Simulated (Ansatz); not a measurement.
Born–Oppenheimer molecular dynamics of AlH7O2Sn (11 atoms, charge 0, multiplicity 1). It starts at the highest image of a converged band, a first-order saddle point between two minima.

Method: Ansatz 0.2.0, RKS BLYP/def2-SVP.

| Item | Value |
| --- | --- |
| ensemble | NVE (velocity Verlet) |
| time step | 0.5 fs |
| steps asked | 200 |
| starting velocities drawn for | 100 K |
| seed | 4247 |

First frame:

```xyz
11
Properties=species:S:1:pos:R:3
Sn 0.200 -0.059 -0.154
O -0.087 0.009 2.084
H -1.004 0.246 2.332
H 1.894 0.257 -0.242
H -0.744 1.422 -0.232
H -0.446 -1.024 -1.458
O 0.291 -2.038 1.048
Al 0.599 -3.733 0.957
H 0.958 -4.367 -0.458
H 0.496 -4.589 2.297
H 0.045 -1.174 1.890
```

Q: How far do the bonds stretch over the last three quarters of this one trajectory? (Pairs bonded in most of those frames.)

A: 
| bond | mean (Å) | spread (Å) | shortest | longest |
| --- | --- | --- | --- | --- |
| Sn1–O2 | 2.088 | 0.059 | 2.02 | 2.22 |
| Sn1–H4 | 1.734 | 0.027 | 1.69 | 1.78 |
| Sn1–H5 | 1.763 | 0.009 | 1.74 | 1.78 |
| Sn1–H6 | 1.739 | 0.013 | 1.71 | 1.76 |
| O2–H3 | 0.979 | 0.011 | 0.96 | 1.00 |
| O7–Al8 | 1.718 | 0.014 | 1.70 | 1.74 |
| O7–H11 | 0.998 | 0.027 | 0.95 | 1.06 |
| Al8–H9 | 1.586 | 0.010 | 1.57 | 1.60 |
| Al8–H10 | 1.593 | 0.018 | 1.56 | 1.62 |

Mean temperature of the second half: 299 K. The conserved energy stayed within 0.036 meV per atom of its start (net change 0.023 meV per atom), so the integration is sound. The kinetic energy rose, since the run started high on the potential surface and went downhill. It ends in pieces (AlH3O + H4OSn), so much of that is their flight and rotation, not heat. A run of 0.1 ps of so small a system gives no equilibrium averages. The orbitals stay closed-shell, which can raise the energy where a bond breaks towards radicals; this wasn't checked here.

Time of the run: 8 min on 2 threads of Arm Neoverse V1 (shared host), peak memory 0.14 GiB.
